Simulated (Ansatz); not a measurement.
`[CH3][Al]([OH])[O][SiH3]` + `CC(Cl)Br` → `[OH][Al]([Br])[O][SiH3]` + `CC(C)Cl`  (formal exchange of groups at the Al–C bond)

Computed with Ansatz on PBE0-D4/def2-TZVP structures; ΔE is electronic, products minus reactants. CBS: MP2 limit from def2 TZ/QZ plus the TZ coupled-cluster correction, frozen cores. For Br outer-core shells are correlated without core-valence functions, which leaves a few kJ/mol of doubt a bond. Scalar relativity is left out up to krypton. Each species was taken in one conformer, which may not be the lowest.

```csv
species,CCSD(T)/CBS(def2) energy (Eh)
`[CH3][Al]([OH])[O][SiH3]`,-723.88229
`CC(Cl)Br`,-3111.61100
`[OH][Al]([Br])[O][SiH3]`,-3257.40041
`CC(C)Cl`,-578.16231
```

**Question.** Work out ΔE.

**Answer.** ΔE = (-3257.40041) + (-578.16231) − (-723.88229) − (-3111.61100) = -0.06943 Eh = -1.89 eV.

Largest T1 diagnostic among the species: 0.012.

In def2-TZVPP, CCSD(T) changes the Hartree–Fock value by +0.27 eV (the triples alone add +0.04 eV) and MP2 by +0.26 eV. From BLYP to BHLYP (50 % exact exchange), in def2-TZVPP and without D4, ΔE moves by −0.27 eV. At CCSD(T), def2-SVP lies −0.17 eV from the extrapolated value and def2-TZVPP +0.01 eV.
